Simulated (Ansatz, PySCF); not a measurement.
This singlet lies 0.97 eV below the relaxed triplet at the level frozen-core CCSD(T)/cc-pVTZ // PBE0-D3(BJ)/def2-TZVP (Ansatz, a first-principles code).

Z-matrix (Å, degrees):
```
Si
H 1 1.4904
H 1 1.4909 2 108.47
H 1 1.4909 2 108.47 3 117.77
Si 1 2.4146 2 113.26 4 121.09
Cl 5 2.0873 1 93.51 2 179.95
```
Charge 0, spin multiplicity 1.

Task: Predict the dipole moment, HOMO–LUMO gap, total energy, HOMO and LUMO from PBE-D3(BJ)/def2-TZVP // PBE0-D3(BJ)/def2-TZVP (PySCF).

Result: 
dipole moment: 0.66 D
HOMO–LUMO gap: 1.45 eV
total energy: -1040.5223 Ha
HOMO: -5.49 eV
LUMO: -4.04 eV
